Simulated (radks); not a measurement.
Values are calculated unless marked as measured or tabulated.
All-electron atom: Mn16+ in [He] 2s2 2p5.

Code: a radial shooting solver on a logarithmic mesh with Libxc functionals. Model: non-relativistic Kohn-Sham, LB94 model potential, spin-polarised, spherical densities, point nucleus; open shells are filled with parallel spins first.

Energy parts (hartree):
part                   energy
kinetic            1005.76224
electron-nucleus  -2166.03513
Hartree             190.77799
(The LB94 potential has no energy functional, so no total or exchange-correlation energy is given.)

Orbitals (lengths in bohr, moments of r in powers of bohr; r(max) is where P^2 peaks):
orbital  occ.  eigenvalue (hartree)   r(max)
1s down     1             -259.5927  0.04052
1s up       1             -259.5456  0.04052
2s up       1             -48.12465   0.2315
2s down     1             -47.88586   0.2317
2p up       3             -44.71241   0.1845
2p down     2             -44.47421   0.1844
3s up       0             -19.09320   0.6349
3s down     0             -19.02644   0.6365
3p up       0             -18.07265   0.6117
3p down     0             -18.00806   0.6133

The highest occupied level is 2p down at -1210.2 eV. Summed over all electrons, <r^2> = 0.5328 bohr^2, which gives a Langevin (diamagnetic) susceptibility term of -0.422 x 10^-6 cm^3/mol. For comparison, the ionisation energy in NIST's Atomic Spectra Database is 1224 eV (semi-empirical). In exact Kohn-Sham theory the highest level is minus the ionisation energy, but local and semilocal functionals leave it too shallow, through self-interaction and a potential that decays too fast; potentials with the right tail come closer. Spin moment in Bohr magnetons: 1. The electron density at the nucleus is 1.051e+04 e/bohr^3.
